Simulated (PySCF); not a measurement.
Compound: C₆H₉ClOSi.
Numbering: `[CH3:1][C:2]1=[C:3]([CH2:4][SiH2:5][Cl:6])[C:7](=[O:8])[CH2:9]1`

NICS is the negative of the GIAO shielding at a point without a nucleus: at the ring centre (0) and 1 Å above and below it (1); zz is the component along the ring normal. Level: GIAO PBE0/pcSseg-1 (PySCF, non-relativistic, gas phase) on the GFN2-xTB geometry, one conformer.

Ring bond lengths (Å), with Mayer bond orders in brackets: C2–C3 1.354 (1.62), C3–C7 1.471 (1.00), C7–C9 1.545 (0.99), C9–C2 1.518 (1.07).

Task: Give the NICS values of each ring in ppm.

Result: 
```tsv
ring	type	NICS(0)	NICS(1), two faces	NICS(1)zz, two faces	rms pucker (Å)	centre to ring atoms, mean (Å)
C2–C3–C7–C9	4-membered carbocycle; formal bonds 1 double, 3 single	5.0	-2.7 / -3.1	1.0 / 0.8	0.01	1.04
```

Task: What can be read from them?

Result: 
- C2–C3–C7–C9: mean NICS(1)zz 0.9 ppm, near zero. C9 has four or more neighbours, and the NICS criterion for π rings isn't applied. NICS(0) lies 8 ppm above the mean NICS(1).

Task: List the ring angles and the Hirshfeld charges of the ring atoms.

Result: 
- C2–C3–C7–C9: C2 95.1° (+0.043 e), C3 92.2° (-0.024 e), C7 89.4° (+0.143 e), C9 83.3° (-0.089 e); sum 360.0° against 360° for a flat convex ring.

Task: How shielded are the nuclei of the rings and their hydrogens (means over atoms taken as equivalent)?

Result: 
| atoms | environment | σ isotropic (ppm) |
| --- | --- | --- |
| C2 | fully substituted alkene carbon | 7.8 |
| C3 | fully substituted alkene carbon | 38.3 |
| C7 | ketone carbonyl carbon | -3.0 |
| C9 | sp3 carbon next to a carbonyl | 132.2 |
| H on C9 (×2) | methylene hydrogen | 28.62 |

Shape of the structure used: `[CH3:1][C:2]1=[C:3]([CH2:4][SiH2:5][Cl:6])[C:7](=[O:8])[CH2:9]1`: C2–C3–C4–Si5 94°, C3–C4–Si5–Cl6 -58°.
